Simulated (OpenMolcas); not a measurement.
**Exact exchange and the HOMO–LUMO gap of GeHF3**

GeHF3: 5 atoms, total charge 0, spin state singlet. As SMILES, `[F][GeH]([F])[F]`. The coordinates come from a PBE0-D4/def2-TZVP relaxation.

The HOMO–LUMO gap y, in eV, basis aug-cc-pVDZ; a is the functional's share of exact exchange. Programs: OpenMolcas 26.06.

```
functional     program     a  y (eV)
      BLYP  OpenMolcas     0    7.68
       PBE  OpenMolcas     0    7.77
     B3LYP  OpenMolcas   0.2       ?
      PBE0  OpenMolcas  0.25   10.56
     BHLYP  OpenMolcas   0.5   13.04
```

Fit y = c + s·a to the known rows and predict B3LYP.


1. Means of the 4 rows: a = 0.1875, y = 9.762.
2. Σ(Δa)² = 0.17188, Σ(Δa·Δy) = 1.8381, so the slope is 1.8381/0.17188 = 10.694.
3. Intercept: 9.762 − (10.694) × 0.1875 = 7.757. The largest residual of the fit is 0.13.
4. B3LYP: 7.757 + (10.694) × 0.2 = 9.90 eV.

The run gave 9.92 eV, so the prediction is off by -0.02 eV, within the largest residual. Exact exchange lowers occupied levels and raises empty ones.
